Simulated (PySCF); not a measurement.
Species: C5H3O2 (charge -1).
SMILES with atom numbers: `[CH:1]#[C:2]/[C:3]([O-:4])=[CH:5]/[CH:6]=[O:7]` (hydrogens: H8 on C1; H9 on C5; H10 on C6)

The calculation used PySCF 2.14.0, PBE0-D3(BJ)/def2-SVP geometry optimisation, gas phase.

**Question.** What internal coordinates does the optimisation give?

**Answer.** 
```csv
bond,length (Å)
C1≡C2,1.217
C2–C3,1.487
C3–O4,1.242
C3=C5,1.415
C5–C6,1.419
C6=O7,1.234
C1–H8,1.073
C5–H9,1.094
C6–H10,1.124
```

A selection of angles:
```csv
angle,degrees
C2–C1–H8,179.7
C1–C2–C3,177.6
C2–C3–O4,116.8
C2–C3–C5,114.1
O4–C3–C5,129.1
C3–C5–C6,122.2
C3–C5–H9,119.2
C6–C5–H9,118.6
C5–C6–O7,127.7
C5–C6–H10,112.6
O7–C6–H10,119.7
```

Torsions: C2–C3–C5–C6 180° (antiperiplanar); C3–C5–C6–O7 180° (antiperiplanar).

C5 (carbon bonded to 2 C and H) is planar (angles 122.2°, 119.2° and 118.6°, sum 360.0°, 0.00 Å off the plane of its three neighbours). Of the pairs four or more bonds apart, O4···H10 is among the closest relative to their van der Waals radii: 2.58 Å, 95 % of the sum of Bondi's values. The C–C distances run from 1.217 Å (C1≡C2, drawn triple) to 1.487 Å (C2–C3, drawn single), a spread of 0.270 Å. C6 (aldehyde carbon) is planar (angles 127.7°, 119.7° and 112.6°, sum 360.0°, 0.00 Å off the plane of its three neighbours). C3 (vinylic carbon bearing oxygen) is planar (angles 129.1°, 116.8° and 114.1°, sum 360.0°, 0.00 Å off the plane of its three neighbours). The 7 heavy atoms lie in one plane (0.000 Å rms).

Point group: Cs (tolerance 0.08 Å). PBE0-D3(BJ)/def2-SVP frequencies: not computed here. The geometry's basis has no diffuse functions, a weakness for an anion.

One conformer stands for the species.
